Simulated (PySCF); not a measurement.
What does the GFN2-xTB structure of `F[C@@H]1CCC[C@@H](F)C1` look like in three dimensions?

```xyz
18
C6H10F2 angstrom
F      0.2525    2.7167   -0.1534
C      0.0992    1.4096    0.2760
C      1.3373    0.6040   -0.0972
C      1.1609   -0.8407    0.3589
C     -0.0756   -1.4619   -0.2868
C     -1.3218   -0.6391    0.0250
F     -1.5838   -0.7146    1.3836
C     -1.1554    0.8251   -0.3663
H     -0.0183    1.4617    1.3659
H      1.4737    0.6456   -1.1803
H      2.2155    1.0498    0.3722
H      2.0442   -1.4246    0.0971
H      1.0460   -0.8668    1.4441
H     -0.2193   -2.4777    0.0847
H      0.0445   -1.5049   -1.3704
H     -2.2062   -1.0673   -0.4653
H     -2.0300    1.3948   -0.0475
H     -1.0722    0.8966   -1.4519
```

Orientation and origin are arbitrary. Atoms count from 1 in this order. Of the pairs four or more bonds apart, F7···H13 is among the closest relative to their van der Waals radii: 2.63 Å, 99 % of the sum of Bondi's values. The 6-membered ring C2–C3–C4–C5–C6–C8 has internal angles of 109.5° to 112.1°; it is puckered, 0.24 Å rms from its mean plane, widest ring torsion 59°. All 6 C–C bonds measure 1.524 to 1.527 Å.

Bonds between heavy atoms (Å): F1–C2 1.384, C2–C3 1.524, C3–C4 1.525, C4–C5 1.527, C5–C6 1.526, C6–F7 1.386, C6–C8 1.525, C2–C8 1.526.

The geometry is computed with GFN2-xTB (gas phase).

Point group: C1 (no symmetry element, even within 0.4 Å). GFN2-xTB frequencies: not computed here. One conformer, not necessarily the lowest (F1–C2–C3–C4 -179°, C2–C3–C4–C5 59°, C3–C4–C5–C6 -57°, C4–C5–C6–F7 -66°).
